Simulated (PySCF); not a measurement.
# Stationary points of SnO(OH)₂

All numbers come from PBE0/[Sn def2-TZVP with ECP28, O def2-TZVP, H def2-TZVP], scalar-relativistic core potentials, density fitting, no spin–orbit coupling, PySCF.

Relaxations began from a few typed shapes. The search is not exhaustive: other isomers or separated fragments can lie lower, and high-lying points may rest on an excited occupation.

```csv
spin,group,bonds,angles,imaginary modes (cm⁻¹),ΔE (kJ/mol),ΔE with ZPE (kJ/mol)
singlet,Cs,"O–H 0.963 Å (×2), Sn–O 1.818 Å, Sn–O 1.935 Å, Sn–O 1.952 Å","H–O–Sn 110.2°, H–O–Sn 113.4°, O–Sn–O 97.8°, O–Sn–O 129.4°, O–Sn–O 132.8°",none,0.0,0.0
singlet,C2v,"O–H 0.963 Å (×2), Sn–O 1.823 Å, Sn–O 1.938 Å (×2)","H–O–Sn 111.8° (×2), O–Sn–O 98.4°, O–Sn–O 130.8° (×2)",none,3.5,3.4
```

The lowest minimum found is the singlet Cs: O–H 0.963 Å (×2), Sn–O 1.818 Å, Sn–O 1.935 Å, Sn–O 1.952 Å; H–O–Sn 110.2°, H–O–Sn 113.4°, O–Sn–O 97.8°, O–Sn–O 129.4°, O–Sn–O 132.8°.
